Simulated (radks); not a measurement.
The terbium ion Tb2+, 63 electrons, occupied as [Xe] 4f9.

Method: Dirac Kohn-Sham, LDA (Slater exchange, Perdew-Wang correlation), spin-unpolarised, spherical densities, finite nucleus; open shells are shared between the two j in proportion to 2j + 1; Fermi nuclear charge, rms radius 5.06 fm; computed with a radial shooting solver on a logarithmic mesh with Libxc functionals.

Energy parts (hartree):
part                       energy
total                 -11709.5405
kinetic                12800.8555
electron-nucleus      -28799.3544
Hartree                 4538.0652
exchange-correlation    -249.1069

Orbitals (lengths in bohr, moments of r in powers of bohr):
orbital     occ.  eigenvalue (hartree)      <r^2>
1s1/2          2             -1902.189  0.0006326
2s1/2          2             -315.6381   0.009842
2p1/2          2             -300.1240   0.007129
2p3/2          4             -272.7200   0.008359
3s1/2          2             -70.37946    0.06553
3p1/2          2             -63.61084    0.06089
3p3/2          4             -57.95594    0.06791
3d3/2          4             -46.23998    0.05399
3d5/2          6             -45.00489    0.05594
4s1/2          2             -14.32571     0.3317
4p1/2          2             -11.67361     0.3483
4p3/2          4             -10.40834     0.3875
4d3/2          4              -6.03057     0.4439
4d5/2          6              -5.80211     0.4596
4f5/2    3.85714              -0.64509      1.055
4f7/2    5.14286              -0.61602      1.103
5s1/2          2              -2.26255      1.978
5p1/2          2              -1.54565      2.530
5p3/2          4              -1.38132      2.884
5d3/2          0              -0.51273      6.877
5d5/2          0              -0.50070      7.161
6s1/2          0              -0.52670      12.79

The highest occupied level is 4f7/2 at -16.763 eV. The density falls to 0.001 e/bohr^3 at r = 3.43 bohr. The electron density at the nucleus is 6.839e+05 e/bohr^3. For comparison, the ionisation energy in NIST's Atomic Spectra Database is 21.82 eV (semi-empirical). In exact Kohn-Sham theory the highest level is minus the ionisation energy, but local and semilocal functionals leave it too shallow, through self-interaction and a potential that decays too fast; potentials with the right tail come closer.

Beside tabulated values, note that spin-unpolarised runs miss the spin-polarisation part of the exchange energy of open shells.
